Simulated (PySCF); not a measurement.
NICS in isomers of C5H10FN3Si.

Definitions: NICS(0) = −σiso at the ring centroid; NICS(1) = −σiso and NICS(1)zz = −σzz at ±1 Å along the ring normal z. Level: GIAO PBE0/pcSseg-1 (PySCF, non-relativistic, gas phase) on the GFN2-xTB geometries, one conformer each. Atom numbers follow the mapped SMILES.

Question: Order these rings by mean NICS(1)zz, lowest (most negative) first (ppm).
A. ring Si4–N5–C6–C7–N10 in `[N:1]#[C:2][CH2:3][Si@@H:4]1[NH:5][CH2:6][C@H:7]([CH2:8][F:9])[NH:10]1`
B. ring N4–C5–N6–C7–C8 in `[CH3:1][NH:2][SiH2:3][n:4]1[cH:5][n:6][cH:7][c:8]1[CH2:9][F:10]`
C. ring N5–N6–C7–C8–N10 in `[CH3:1][Si:2]([CH3:3])([CH3:4])[n:5]1[n:6][cH:7][c:8]([F:9])[n:10]1`
D. ring C5–N6–N7–C8–N10 in `[CH3:1][Si:2]([CH3:3])([CH3:4])[c:5]1[n:6][nH:7][c:8]([F:9])[n:10]1`
E. ring N4–C5–C7–N8–C9 in `[CH3:1][NH:2][SiH2:3][n:4]1[c:5]([F:6])[cH:7][n:8][c:9]1[CH3:10]`

Answer: C (-30.8), B (-29.1), D (-27.3), E (-24.4), A (-3.4).

```
                   SMILES                                                      ring  NICS(0)  NICS(1)  NICS(1)zz  HOMA  rms pucker (Å)  ring atoms with four or more neighbours
    C[Si](C)(C)n1ncc(F)n1       5-membered ring with 3 N; formal bonds all aromatic    -13.3    -12.7      -30.8  0.97            0.00                                        0
        CN[SiH2]n1cncc1CF       5-membered ring with 2 N; formal bonds all aromatic    -11.5    -10.9      -29.1  0.89            0.00                                        0
 C[Si](C)(C)c1n[nH]c(F)n1       5-membered ring with 3 N; formal bonds all aromatic    -12.3    -10.7      -27.3  0.90            0.00                                        0
      CN[SiH2]n1c(F)cnc1C       5-membered ring with 2 N; formal bonds all aromatic    -12.2     -9.6      -24.4  0.86            0.00                                        0
N#CC[Si@@H]1NC[C@H](CF)N1  5-membered ring with 2 N and Si; formal bonds all single     -8.0     -3.1       -3.4     –            0.15                                        3
```

NICS(0) gives another order. The isotropic NICS(1) gives the same order. Over the 4 rings with a HOMA value its correlation coefficient with NICS(1)zz is -0.87. HOMA uses Krygowski's 1993 parameters; it is left out where a ring has a four-coordinate atom, a triple bond, no multiple bond or a kind of bond without parameters. NICS(1) and NICS(1)zz are means over the two faces.
